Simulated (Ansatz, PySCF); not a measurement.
BCl2, SMILES Cl[B+]Cl, charge +1. Atoms are numbered in the order given.

```xyz
3

B      0.0000     0.0000     0.0000
Cl     0.0000     0.0000    -1.6135
Cl     0.0000     0.0000     1.6135
```
Charge +1, spin multiplicity 1.

Geometry: B3LYP-D3(BJ)/def2-TZVP.

Vertical ionisation energy (IE) and electron affinity (EA) in eV. Rows of orbital energies are one-electron estimates. Where ΔSCF, EOM or ADC give a negative EA the extra electron is unbound and the value depends on the basis.

```
level                                                                         IE    EA
-------------------------------------------------------------------------  -----  ----
−ε(HOMO), −ε(LUMO), r2SCAN/def2-TZVPD (PySCF)                              16.01  9.01
−ε(HOMO), −ε(LUMO), PBE/def2-TZVPD (PySCF)                                 15.65  9.32
ADC(2)/aug-cc-pVDZ (PySCF)                                                 19.38  5.95
ΔSCF, CAM-B3LYP/def2-TZVPD (Ansatz), final states of multiplicity 2 and 2  19.69  6.10
ΔSCF, PBE/def2-TZVPD (Ansatz), final states of multiplicity 2 and 2          ___   ___
```

Task: Complete the blanks. (The exact figures need the calculation; the answer reports its results.)

Result: 
- ΔSCF, PBE/def2-TZVPD (Ansatz, a first-principles code), final states of multiplicity 2 and 2, IE: 19.27
- ΔSCF, PBE/def2-TZVPD (Ansatz), final states of multiplicity 2 and 2, EA: 6.00

Task: What vertical singlet–triplet gap does ΔSCF give with CAM-B3LYP/def2-TZVPD (Ansatz) and with PBE/def2-TZVPD (Ansatz)? (Estimate from the structure and the level; the computed values follow.)

Result: 6.35 and 5.91 eV (triplet above singlet where positive).

Task: Beyond the first one, list the lowest photoelectron lines from ADC(2)/aug-cc-pVDZ run with PySCF 2.14.0 with their pole strengths (two spins summed). (The exact figures need the calculation; the answer reports its results.)

Result: 21.05 eV (1.81), 21.05 eV (1.81), 22.97 eV (1.80), 24.39 eV (1.78).
